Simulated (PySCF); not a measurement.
C2H4BBr.

```xyz
8

B     -1.0513    -0.5055     0.0000
H     -2.2254    -0.2501     0.0000
Br     0.1233     1.0227     0.0000
C     -0.5101    -1.9499     0.0000
C      0.7942    -2.2848     0.0000
H     -1.2449    -2.7653     0.0000
H      1.1311    -3.3269     0.0000
H      1.5746    -1.5162     0.0000
```
Charge 0, spin multiplicity 1.

Coordinates come from a B3LYP-D3(BJ)/def2-SVP optimisation. This is a generated structure with no PubChem entry under its InChIKey; it may be hypothetical. The values are those of a single conformer.

Method: PBE/pcSseg-1 (PySCF). Non-relativistic, no solvent.

Task: Give the absolute GIAO shielding of each atom: isotropic value and principal components (ppm). (Estimate from the structure and the level; the computed values follow.)

Result: 
```tsv
atom	σ(iso)	σ11	σ22	σ33	span
B1	25.4	-13.9	-8.6	98.6	112.5
H2	24.0	20.1	22.9	29.1	9.0
Br3	2056.3	1231.5	2034.2	2903.3	1671.8
C4	33.9	-85.1	17.4	169.4	254.6
C5	25.7	-84.9	1.1	160.9	245.8
H6	23.9	21.5	23.9	26.4	4.9
H7	24.5	22.6	24.4	26.5	3.9
H8	24.0	20.7	22.3	28.9	8.2
```
